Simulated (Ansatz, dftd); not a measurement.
Reaction: BNH3 (SMILES [BH]N, doublet) → BNH3 (SMILES B[NH], doublet)
Each species at its own B3LYP-D3(BJ)/def2-TZVP minimum (Ansatz, a first-principles code).

Quantity: isomerisation energy (electronic), in kcal/mol. UHF or UKS for unpaired electrons; spin-orbit terms are left out. Correlated methods leave the cores frozen. Rows without X2C or -DK are non-relativistic. CBS(X,Y): correlation extrapolated as X^-3, Hartree-Fock from the larger set. A bracket is a step between two methods taken in the basis named. Functionals run without relativity, which enters their misses. Double hybrids freeze cores in their MP2 part. 'core' is core correlation in cc-pwCVTZ, 'X2C' scalar relativity in cc-pVTZ-DK, both at CCSD(T).

```tsv
level	program	isomerisation energy (kcal/mol)	difference against the last row
PBE-D4/def2-TZVPD	Ansatz + dftd4	7.8	-2.6
PBE/def2-TZVPD	Ansatz	7.7	-2.7
B3LYP-D3(BJ)/def2-TZVPD	Ansatz + dftd3	7.0	-3.4
PBE0/def2-TZVPD	Ansatz	9.7	-0.7
r2SCANh-D4/def2-TZVPD	Ansatz + dftd4	8.7	-1.7
wB97M-V/def2-TZVPD	Ansatz	8.1	-2.3
B2GP-PLYP-D4/def2-TZVPD	Ansatz + dftd4	10.3	-0.1
CCSD/cc-pVQZ	Ansatz	10.7	0.3
CCSD(T)/cc-pVQZ	Ansatz	10.8	0.4
CCSD(T)/CBS(cc-pVTZ,cc-pVQZ)	Ansatz	11.0	0.6
CCSD(T)/CBS(cc-pVTZ,cc-pVQZ) + core + X2C	Ansatz	10.8	0.4
CCSDTQ/cc-pVDZ	Ansatz	9.5	-0.9
CCSD(T)/CBS(cc-pVTZ,cc-pVQZ) + [CCSDT(Q) - CCSD(T)]/cc-pVDZ + core + X2C	Ansatz	10.5	0.1
CCSD(T)/CBS(cc-pVTZ,cc-pVQZ) + [CCSDT(Q) - CCSD(T)]/cc-pVTZ + [CCSDTQ - CCSDT(Q)]/cc-pVDZ + core + X2C	Ansatz	10.4	0.0
```
